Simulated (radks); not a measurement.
Spin polarisation of the 3p1 shell in Si+. Start: [Ne] 3s2 3p(up 0.5, down 0.5); electrons of 3p are moved from spin down to spin up, other shells keep equal spins. Method: non-relativistic Kohn-Sham, PBE, spin-polarised, spherical densities, point nucleus; computed with a radial shooting solver on a logarithmic mesh with Libxc functionals.

moment (Bohr magnetons) = 0: E - E(0) (eV) 0.000; e(3p up) (eV) -11.667; e(3p down) (eV) -11.667; 3s down minus up (eV) 0.000; 2p down minus up (eV) 0.000; 2s down minus up (eV) 0.000
moment (Bohr magnetons) = 0.25: E - E(0) (eV) -0.017; e(3p up) (eV) -11.797; e(3p down) (eV) -11.527; 3s down minus up (eV) 0.274; 2p down minus up (eV) 0.034; 2s down minus up (eV) 0.026
moment (Bohr magnetons) = 0.5: E - E(0) (eV) -0.068; e(3p up) (eV) -11.916; e(3p down) (eV) -11.374; 3s down minus up (eV) 0.549; 2p down minus up (eV) 0.069; 2s down minus up (eV) 0.052
moment (Bohr magnetons) = 0.75: E - E(0) (eV) -0.153; e(3p up) (eV) -12.026; e(3p down) (eV) -11.208; 3s down minus up (eV) 0.827; 2p down minus up (eV) 0.104; 2s down minus up (eV) 0.078
moment (Bohr magnetons) = 1: E - E(0) (eV) -0.272; e(3p up) (eV) -12.126; e(3p down) (eV) -11.025; 3s down minus up (eV) 1.110; 2p down minus up (eV) 0.138; 2s down minus up (eV) 0.105

At moment 1 the spin-polarisation energy is -0.272 eV and the 3p exchange splitting 1.100 eV, that is 1.100 eV per Bohr magneton; E = -I m^2/4 would give I = 1.090 eV.
